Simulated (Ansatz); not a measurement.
`BOCF` + silanol → `BO[SiH3]` + `OCF` at 700 K and 1 bar (ligand exchange at a B–O bond).

Computed with Ansatz on PBE0-D4/def2-TZVP structures; ΔE is electronic, products minus reactants. CCSD(T)/CBS adds triple-zeta CCSD(T) − MP2 to the extrapolated MP2 energy (def2 sets, frozen cores). Each species was taken in one conformer, which may not be the lowest.

| species | CCSD(T)/CBS energy (Eh) | H − E (kJ/mol) | S (J/(mol·K)) |
| --- | --- | --- | --- |
| `BOCF` | -240.23545 | 203.0 | 367.0 |
| `O[SiH3]` | -366.69042 | 144.6 | 321.6 |
| `BO[SiH3]` | -392.11480 | 190.5 | 377.2 |
| `OCF` | -214.81254 | 157.9 | 312.7 |

H − E and S are ideal-gas, rigid-rotor, harmonic terms from PBE0-D4/def2-TZVP, for one conformer and one mirror image of each species. 1 Eh = 2625.50 kJ/mol, R = 8.31446 J/(mol·K).

Problem. By hand: ΔE, ΔH, ΔS and ΔG.

Solution. ΔE = (-392.11480) + (-214.81254) − (-240.23545) − (-366.69042) = -0.00147 Eh = -3.9 kJ/mol. Δ(H − E) = 190.5 + 157.9 − 203.0 − 144.6 = 0.8, so ΔH = -3.1 kJ/mol. ΔS = 377.2 + 312.7 − 367.0 − 321.6 = 1.3 J/(mol·K). ΔG = -3.1 − 700 × (1.3)/1000 = -4.0 kJ/mol.

Problem. By hand: the equilibrium constant, and the temperature at which ΔG would vanish if ΔH and ΔS stayed fixed.

Solution. log₁₀ K = −ΔG/(RT ln 10) = 0.3. ΔH and −TΔS have one sign here, so there is no such temperature. One of them is within its doubt of zero, so this could turn.

The number of gas molecules stays the same, so ΔS is small and ΔH decides. The sign of ΔG lies within the doubt. A doubt of 5 kJ/mol in ΔE shifts log₁₀ K by 0.4 here. Other conformers and mirror images would add mixing entropy, several J/(mol·K) or more a flexible species. These are equilibria of isolated gas molecules and say nothing of rates. Largest T1 diagnostic: 0.013 (customary marks: 0.02 for closed shells, 0.045 for open ones).
